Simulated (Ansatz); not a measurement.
Stepwise reaction of `N#[C][GeH2][C]#N` with hydrogen, as a gas-phase model of exchange steps in deposition or etching. ΔE in kJ/mol; ΔG adds harmonic PBE0-D4 terms to CCSD(T)/CBS, at 1 bar.

Program: Ansatz. Geometries: PBE0-D4/def2-TZVP. ΔE: electronic, gas phase. CCSD(T)/CBS is the MP2 limit (def2-TZVPP, def2-QZVPP) plus CCSD(T) − MP2 in def2-TZVPP, frozen cores. This one scheme is used for every species. DFT in def2-TZVPP. B3LYP here is the variant with VWN-RPA as its local correlation; programs differ in this. For Ge outer-core shells are correlated without core-valence functions, which leaves a few kJ/mol of doubt a bond. Scalar relativity is left out up to krypton.

| step | reaction | PBE-D4 | B3LYP-D4 | ωB97M-V | CCSD(T)/CBS | ΔG(600 K) |
| --- | --- | --- | --- | --- | --- | --- |
| 2 | `N#[C][GeH3]` + H₂ → GeH₄ + `C#N` | 3.5 | 2.0 | 3.0 | 5.0 | 9.6 |

Task: Give the row of step 1, `N#[C][GeH2][C]#N` + H₂ → `N#[C][GeH3]` + `C#N`. (Best estimate.)

Result: The calculation gave: 
```json
{"step": "1", "reaction": "`N#[C][GeH2][C]#N` + H₂ → `N#[C][GeH3]` + `C#N`", "PBE-D4": "-12.1", "B3LYP-D4": "-14.2", "ωB97M-V": "-14.1", "CCSD(T)/CBS": "-12.7", "ΔG(600 K)": "-12.3"}
```

Task: By hand: ΔE of the 2 steps together at CCSD(T)/CBS.

Result: (-12.7) + (5.0) = -7.7 kJ/mol, or -3.8 kJ/mol a step.

In ΔE each step is higher than the one before. ΔG lies between -12.3 and 9.6 kJ/mol a step. PBE-D4 differs from CCSD(T)/CBS by -1.5 to 0.6 kJ/mol a step. Isolated molecules leave out the surface, adducts and barriers. Largest T1 diagnostic: 0.014.
